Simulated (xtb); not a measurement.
xtb input (GFN1-xTB):

```bash
xtb mol.xyz --gfn 1 --sp --chrg 0 --uhf 0
```
mol.xyz:
```
14

Si     0.00307906    -0.00460760    -0.02827626
F      0.17613696    -0.26357694    -1.61753777
C     -1.61486523    -0.77641827     0.48545481
C      1.45038579    -0.81339207     0.82526106
C     -0.00375957     1.84156853     0.23429178
H     -2.45307262    -0.32931486    -0.05299835
H     -1.62022432    -1.84991898     0.28547384
H     -1.78992290    -0.63426202     1.55484804
H      1.47382790    -1.88724019     0.62847291
H      1.39034207    -0.67262315     1.90740446
H      2.39657376    -0.38781248     0.48462161
H     -0.11836554     2.08195654     1.29426091
H     -0.82682896     2.31327062    -0.30652131
H      0.92876520     2.29209422    -0.11190043
```

End of the output:

```
         :::::::::::::::::::::::::::::::::::::::::::::::::::::
         ::                     SUMMARY                     ::
         :::::::::::::::::::::::::::::::::::::::::::::::::::::
         :: total energy             -18.271905395693 Eh    ::
         :: gradient norm              0.032295532036 Eh/a0 ::
         :: HOMO-LUMO gap              7.703669141937 eV    ::
         ::.................................................::
         :: SCC energy               -18.467102418324 Eh    ::
         :: -> electrostatic           0.016328970248 Eh    ::
         :: repulsion energy           0.199825425413 Eh    ::
         :: dispersion energy         -0.004628402782 Eh    ::
         :: halogen bond corr.         0.000000000000 Eh    ::
         :: add. restraining           0.000000000000 Eh    ::
         :: total charge              -0.000000000000 e     ::
         :::::::::::::::::::::::::::::::::::::::::::::::::::::

           -------------------------------------------------
          |                Property Printout                |
           -------------------------------------------------

    * Orbital Energies and Occupations

         #    Occupation            Energy/Eh            Energy/eV
      -------------------------------------------------------------
         1        2.0000           -0.8202915             -22.3213
       ...           ...                  ...                  ...
         4        2.0000           -0.6096596             -16.5897
         5        2.0000           -0.5597411             -15.2313
         6        2.0000           -0.5333493             -14.5132
         7        2.0000           -0.5333493             -14.5132
         8        2.0000           -0.5189235             -14.1206
         9        2.0000           -0.5115875             -13.9210
        10        2.0000           -0.5115875             -13.9210
        11        2.0000           -0.5004579             -13.6182
        12        2.0000           -0.5004579             -13.6182
        13        2.0000           -0.4968293             -13.5194
        14        2.0000           -0.4966853             -13.5155
        15        2.0000           -0.4288028             -11.6683
        16        2.0000           -0.4288028             -11.6683 (HOMO)
        17                         -0.1456982              -3.9646 (LUMO)
        18                         -0.1331710              -3.6238
Note: The following floating-point exceptions are signalling: IEEE_DENORMAL
normal termination of xtb
        19                         -0.1331710              -3.6238
        20                         -0.1264526              -3.4410
        21                         -0.0846663              -2.3039
        22                         -0.0846663              -2.3039
        23                         -0.0568101              -1.5459
        24                         -0.0568101              -1.5459
        25                         -0.0362407              -0.9862
        26                         -0.0253140              -0.6888
        27                         -0.0009212              -0.0251
       ...                                ...                  ...
        43                          0.9319651              25.3601
      -------------------------------------------------------------
                  HL-Gap            0.2831046 Eh            7.7037 eV
             Fermi-level           -0.2872505 Eh           -7.8165 eV

  Mulliken/CM5 charges         n(s)   n(p)   n(d)
     1Si    0.38478  0.19161   1.174  1.571  0.870
     2F    -0.25650 -0.23854   1.769  5.488  0.000
     3C    -0.18261 -0.28888   0.997  3.186  0.000
     4C    -0.18261 -0.28888   0.997  3.186  0.000
     5C    -0.18261 -0.28888   0.997  3.186  0.000
     6H     0.05000  0.10495   0.950  0.000  0.000
     7H     0.05000  0.10495   0.950  0.000  0.000
     8H     0.03986  0.09463   0.960  0.000  0.000
     9H     0.05000  0.10495   0.950  0.000  0.000
    10H     0.03986  0.09463   0.960  0.000  0.000
    11H     0.05000  0.10495   0.950  0.000  0.000
    12H     0.03986  0.09463   0.960  0.000  0.000
    13H     0.05000  0.10495   0.950  0.000  0.000
    14H     0.05000  0.10495   0.950  0.000  0.000

Wiberg/Mayer (AO) data.
largest (>0.10) Wiberg bond orders for each atom

 ---------------------------------------------------------------------------
     #   Z sym  total        # sym  WBO       # sym  WBO       # sym  WBO
 ---------------------------------------------------------------------------
     1  14 Si   4.713 --     2 F    1.214     5 C    1.033     4 C    1.033
                             3 C    1.033
     2   9 F    1.281 --     1 Si   1.214
     3   6 C    3.955 --     1 Si   1.033     8 H    0.948     7 H    0.943
                             6 H    0.943
     4   6 C    3.955 --     1 Si   1.033    10 H    0.948     9 H    0.943
                            11 H    0.943
     5   6 C    3.955 --     1 Si   1.033    12 H    0.948    13 H    0.943
                            14 H    0.943
     6   1 H    0.999 --     3 C    0.943
     7   1 H    0.999 --     3 C    0.943
     8   1 H    1.000 --     3 C    0.948
     9   1 H    0.999 --     4 C    0.943
    10   1 H    1.000 --     4 C    0.948
    11   1 H    0.999 --     4 C    0.943
    12   1 H    1.000 --     5 C    0.948
    13   1 H    0.999 --     5 C    0.943
    14   1 H    0.999 --     5 C    0.943
 ---------------------------------------------------------------------------

Topologies differ in total number of bonds
Writing topology from bond orders to xtbtopo.mol

 dipole moment from electron density (au)
     X       Y       Z
  -0.0901   0.1349   0.8277  total (Debye):    2.144

           -------------------------------------------------
          | TOTAL ENERGY              -18.271905395693 Eh   |
          | GRADIENT NORM               0.032295532036 Eh/α |
          | HOMO-LUMO GAP               7.703669141937 eV   |
           -------------------------------------------------

------------------------------------------------------------------------
------------------------------------------------------------------------
 total:
 SCF:
```
